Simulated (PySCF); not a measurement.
# BiOBr: from structure and modes to constants

Method: PBE0/[Bi def2-TZVP with ECP60, O def2-TZVP, Br def2-TZVP], scalar-relativistic core potentials, density fitting, no spin–orbit coupling, PySCF.

The singlet minimum has Cs symmetry. Masses (u): Bi 208.98038, O 15.99492, Br 78.91834.

```xyz
3
charge 0 multiplicity 1, angstrom
Bi   -0.4639    0.0000   -0.4670
O    -1.9195    0.0000    0.7277
Br    1.6221    0.0000    1.0979
```

Harmonic wavenumbers (cm⁻¹): 151.3 (a', ×1), 221.3 (a', ×1), 815.4 (a', ×1).

Problem. Find the principal moments of inertia and the rotational constants. What kind of rotor is it?

Solution. About the centre of mass I = 47.834, 412.89, 460.73 u Å². With B = 16.8576/I this gives 0.3524, 0.04083, 0.03659 cm⁻¹. The molecule is an asymmetric top with κ = -0.97.

Problem. What is the harmonic zero-point energy?

Solution. Half the sum of all 3 wavenumbers, 1188/2 = 594 cm⁻¹, which is 7.1 kJ/mol (1 cm⁻¹ = 0.0119627 kJ/mol).

Problem. Find the vibrational entropy and heat capacity at 298.15 K.

Solution. With u = 1.43878 ω/T, each mode gives S = R[u/(eᵘ−1) − ln(1−e⁻ᵘ)] and C = R u² eᵘ/(eᵘ−1)².
| ω (cm⁻¹) | u | S (J/(mol K)) | C (J/(mol K)) |
| --- | --- | --- | --- |
| 151.3 | 0.730 | 11.11 | 7.95 |
| 221.3 | 1.068 | 8.15 | 7.57 |
| 815.4 | 3.935 | 0.82 | 2.62 |
The sums over all modes are S = 20.1 and C = 18.1 J/(mol K); the softest mode gives 55 % of the entropy.

Problem. Give the standard entropy (298.15 K, 1 bar) by its translational, rotational, vibrational and spin parts, and Cp.

Solution. Sackur–Tetrode with M = 303.89 u gives 180.2; rotation with symmetry number 1 gives 115.1; vibration 20.1; spin R ln 1 = 0.0. The total is 315.4 J/(mol K), and Cp = 4 R + 18.1 = 51.4 J/(mol K).

This need not be the most stable arrangement of these atoms. Spin–orbit coupling, left out here, can matter for elements this heavy.
